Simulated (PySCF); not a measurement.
An unknown is described by computed data only.

Formula: C2H15NSi4.

* 13C NMR: chemical shifts (computed TMS as zero) by class: 42.4 (2 C) ppm [GIAO PBE0/pcSseg-1]
* 1H NMR: chemical shifts (computed TMS as zero) by class: 5.03 (2 H), 3.69 (6 H), 3.08 (1 H), 2.44 (6 H) ppm [GIAO PBE0/pcSseg-1]
* Polarisability: 156.6 au [PBE0/def2-SVPD]
* XPS: Si2p3/2 105.7, Si2p3/2 106.2 (×2), Si2p3/2 106.3, C1s 291.4 (×2), N1s 404.2, Si1s 1845.3, Si1s 1845.9 (×2), Si1s 1846.1 eV [ΔSCF SCAN, pcX-2 on the ionised atom, pcseg-1 elsewhere, spin-free X2C, 2p3/2 from a spin–orbit splitting computed afterwards within the 2p shell]
* Dipole: 1.04 D [PBE0/def2-SVPD]
* Rotational structure: rotational constants A, B, C: 1.377, 0.723, 0.623 GHz [PBE0-D3(BJ)/def2-SVP]
* Valence photoelectron: vertical ionisation energy: 8.03 eV [ΔSCF PBE0/def2-SVPD]

Electronic properties: PySCF, gas phase, density fitting. Levels stand in brackets. Isolated species at its PBE0-D3(BJ)/def2-SVP geometry (one conformer only). Each NMR value is the plain mean over a class of atoms that symmetry, rotation or inversion makes alike.

Q: What is the compound? Reason from the data.

A: Numbering: `[CH3:1][N:2]([CH3:3])[SiH2:4][SiH:5]([SiH3:6])[SiH3:7]`. Its formula, C2H15NSi4, gives 0 degrees of unsaturation, so no ring and no π bond. 2 carbons fall into 1 class: N-methyl carbon [C1/C3] (42.4 ppm, 2 C, up to 2.7 ppm apart in this geometry). Hydrogen classes from least to most shielded: 2 H on an SiH2 silicon, Si4 (5.03 ppm), 6 H on 2 SiH3 silicons, Si6/Si7 (3.69 ppm), 1 H on an SiH silicon, Si5 (3.08 ppm), 6 H on 2 N-methyl carbons, C1/C3 (2.44 ppm). The core levels belong to: Si2p3/2 105.7 eV, SiH silicon [Si5]; Si2p3/2 106.2 eV, SiH3 silicon [Si6/Si7]; Si2p3/2 106.3 eV, SiH2 silicon [Si4]; C1s 291.4 eV, N-methyl carbon [C1/C3]; N1s 404.2 eV, silicon-bound nitrogen [N2]; Si1s 1845.3 eV, SiH silicon [Si5]; Si1s 1845.9 eV, SiH3 silicon [Si6/Si7]; Si1s 1846.1 eV, SiH2 silicon [Si4]. One atom of each topological class was ionised and stands for its class. The first electron is taken from the HOMO, whose largest Löwdin shares are 0.50 on the silicon-bound nitrogen, 0.09 on the SiH2 silicon and 0.08 on each of 2 atoms of one kind (N-methyl carbon). The optimised geometry has point group C1 and is an asymmetric top. Structure: `CN(C)[SiH2][SiH]([SiH3])[SiH3]`. Computed isomers that give other values at the same levels: `CN(C)[Si@H]([SiH3])[SiH2][SiH3]` (smallest rotational constant: 0.565 GHz; this holds for the one conformer computed). The assignments are read from this structure; whether some other isomer fits the data as well wasn't checked.

Shape of the structure used: `[CH3:1][N:2]([CH3:3])[SiH2:4][SiH:5]([SiH3:6])[SiH3:7]`: C1–N2–Si4–Si5 148°, N2–Si4–Si5–Si6 -38°.
